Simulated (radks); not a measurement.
Values are calculated unless marked as measured or tabulated.
Ho, 67 electrons, occupied as [Xe] 4f11 6s2. Code: a radial shooting solver on a logarithmic mesh with Libxc functionals. Model: scalar-relativistic Kohn-Sham, LB94 model potential, spin-polarised, spherical densities, finite nucleus; open shells are filled with parallel spins first (spin-orbit coupling, left out, can overturn this in heavy ions); Fermi nuclear charge, rms radius 5.2022 fm.

Normalised radial functions P(r) = r R(r), r in bohr:

```
   r/bohr * 5p down, o 4f down (the largest magnitude, 1.1, reaches the edge; | marks zero, & curves that meet)
0.0007464                             &
 0.000869                             &
  0.00102                             &
 0.001187                             &
 0.001382                             &
 0.001622                             &
 0.001888                             &
 0.002198                             &
 0.002559                             &
 0.003003                             &
 0.003496                             &
  0.00407                             &
 0.004776                             &
  0.00556                             &
 0.006472                             o*
 0.007595                             o*
 0.008842                             o*
  0.01029                             o*
  0.01198                             o *
  0.01406                             o *
  0.01637                             o *
  0.01906                             o  *
  0.02237                             o   *
  0.02604                             o   *
  0.03031                             o    *
  0.03557                             o    *
  0.04141                             o    *
  0.04821                             o    *
  0.05612                             o    *
  0.06586                             |o  *
  0.07667                             |o*
  0.08926                             * o
   0.1047                          *  |  o
   0.1219                        *    |   o
    0.142                      *      |     o
   0.1666                     *       |       o
   0.1939                      *      |          o
   0.2258                         *   |             o
   0.2628                             *                o
   0.3084                             |    *               o
   0.3591                             |        *              o
    0.418                             |          *              o
   0.4906                             |         *                o
   0.5711                             |     *                    o
   0.6648                             *                         o
   0.7802                     *       |                       o
   0.9083              *              |                    o
    1.057         *                   |                 o
    1.231      *                      |             o
    1.445       *                     |          o
    1.682         *                   |        o
    1.958             *               |      o
    2.297                  *          |    o
    2.675                      *      |  o
    3.114                         *   | o
    3.654                           * |o
    4.254                            *|o
    4.952                             &
    5.765                             &
    6.765                             &
    7.876                             &
    9.169                             &
    10.76                             &
    12.53                             &
```

5p down: eigenvalue -30.387 eV, 3 radial nodes at r = 0.0892, 0.261, 0.660 bohr, <r> = 1.52 bohr, 90 % of the charge inside 2.24 bohr. 4f down: eigenvalue -8.500 eV, 0 radial nodes, <r> = 0.835 bohr, 90 % of the charge inside 1.46 bohr.
